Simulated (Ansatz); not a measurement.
`OC/C(O)=N\[SiH3]`. The species carries charge 0 and has multiplicity 1. Geometry: relaxed with PBE0-D4/def2-TZVP. It is one conformer, not always the lowest.

```xyz
13

O     1.082    1.358    0.012
C    -0.137    1.347   -0.669
C    -0.900    0.054   -0.504
O    -2.042    0.117   -1.213
N    -0.597   -0.961    0.165
Si    0.742   -1.309    1.197
H     1.717    0.814   -0.461
H    -0.751    2.154   -0.260
H    -0.028    1.549   -1.742
H    -2.499   -0.722   -1.061
H     2.056   -1.236    0.491
H     0.581   -2.719    1.638
H     0.778   -0.447    2.406
```

Problem. What is the dipole moment at B3LYP/def2-TZVPP? (Best estimate.)

Solution. Computed: 1.81 D, with components (-0.30, 0.50, -1.72) D in this frame, pointing from negative to positive charge.

Problem. And with PBE, r2SCAN, ωB97M-V? (An estimate is asked.)

Solution. Ansatz gave: PBE 1.84 D, r2SCAN 1.90 D, ωB97M-V 1.85 D.

Problem. Give the Mulliken charges with B3LYP, ωB97M-V, r2SCAN in def2-TZVPP. (Estimate.)

Solution. Ansatz gave: 
| atom | B3LYP | ωB97M-V | r2SCAN |
| --- | --- | --- | --- |
| O1 | -0.33 | -0.31 | -0.34 |
| C2 | 0.04 | -0.01 | 0.12 |
| C3 | 0.16 | 0.19 | 0.23 |
| O4 | -0.27 | -0.26 | -0.30 |
| N5 | -0.32 | -0.35 | -0.39 |
| Si6 | 0.38 | 0.26 | 0.40 |
| H7 | 0.19 | 0.18 | 0.20 |
| H8 | 0.10 | 0.12 | 0.06 |
| H9 | 0.10 | 0.13 | 0.07 |
| H10 | 0.20 | 0.20 | 0.22 |
| H11 | -0.11 | -0.07 | -0.12 |
| H12 | -0.08 | -0.04 | -0.09 |
| H13 | -0.07 | -0.03 | -0.07 |

B3LYP here is the variant with VWN-RPA as its local correlation; programs differ in this.
